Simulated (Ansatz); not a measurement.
Start from `[SH][Zr]([SH])([SH])[SH]` and change one element to get `[SH][Ti]([SH])([SH])[SH]`.

Ansatz, PBE0-D4/def2-TZVP geometries, multiplicity 1. Each molecule was computed in one conformer, which needn't be the lowest.

Elements past krypton have def2 core potentials. Scalar relativity is left out up to krypton.

```json
{"property": "HOMO–LUMO gap (B3LYP/def2-TZVPP) / eV", "`[SH][Zr]([SH])([SH])[SH]`": "5.02"}
{"property": "HOMO–LUMO gap (PBE0/def2-TZVPP) / eV", "`[SH][Zr]([SH])([SH])[SH]`": "5.45"}
{"property": "HOMO energy (PBE0/def2-TZVPP) / eV", "`[SH][Zr]([SH])([SH])[SH]`": "-7.89"}
{"property": "HOMO–LUMO gap (ωB97M-V/def2-TZVPP) / eV", "`[SH][Zr]([SH])([SH])[SH]`": "9.61"}
{"property": "LUMO energy (B3LYP/def2-TZVPP) / eV", "`[SH][Zr]([SH])([SH])[SH]`": "-2.61"}
{"property": "HOMO energy (ωB97M-V/def2-TZVPP) / eV", "`[SH][Zr]([SH])([SH])[SH]`": "-10.02"}
```

What does the change do to each property? (Estimate.)

The calculation gave: 
| property | `[SH][Ti]([SH])([SH])[SH]` | shift |
| --- | --- | --- |
| HOMO–LUMO gap (B3LYP/def2-TZVPP) / eV | 4.39 | -0.63 |
| HOMO–LUMO gap (PBE0/def2-TZVPP) / eV | 4.85 | -0.60 |
| HOMO energy (PBE0/def2-TZVPP) / eV | -7.82 | 0.07 |
| HOMO–LUMO gap (ωB97M-V/def2-TZVPP) / eV | 9.07 | -0.54 |
| LUMO energy (B3LYP/def2-TZVPP) / eV | -3.17 | -0.56 |
| HOMO energy (ωB97M-V/def2-TZVPP) / eV | -9.92 | 0.10 |

With PBE0 the HOMO rises by 0.07 eV and the LUMO falls by 0.53 eV, so the gap narrows by about 0.60 eV. PBE moves the HOMO by 0.05 eV and ωB97M-V by 0.10 eV.

B3LYP here is the variant with VWN-RPA as its local correlation; programs differ in this.
